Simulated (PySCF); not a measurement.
C3H7BFN, SMILES C=C(F)B(C)N.

Geometry: ωB97X-D3(BJ)/def2-SVP. This is a generated structure with no PubChem entry under its InChIKey; it may be hypothetical. One conformer was computed; it need not be the lowest.

Two levels are set side by side: TDDFT-PBE/def2-SVPD (PySCF) and TDDFT-PBE0/def2-SVPD (PySCF). Vertical, same geometry. The lowest singlet is HOMO→LUMO 89 % with PBE and HOMO→LUMO 94 % with the other functional; states are paired by order. Differences are taken from unrounded values.

```csv
quantity,TDDFT-PBE0,TDDFT-PBE,TDDFT-PBE minus TDDFT-PBE0
lowest singlet excitation (eV),6.03,5.54,-0.50
lowest triplet excitation (TDA) (eV),3.82,3.81,-0.01
first bright state (f over 0.05) (eV),6.03,5.54,-0.50
its oscillator strength,0.21,0.16,-0.05
```

A lower first singlet is the usual sign of a functional without exact exchange. Differences between two approximate levels are no errors against the true value.

Rough cost on one machine, each run with all the roots and properties that it gave: TDDFT-PBE0 against TDDFT-PBE about 4 times.
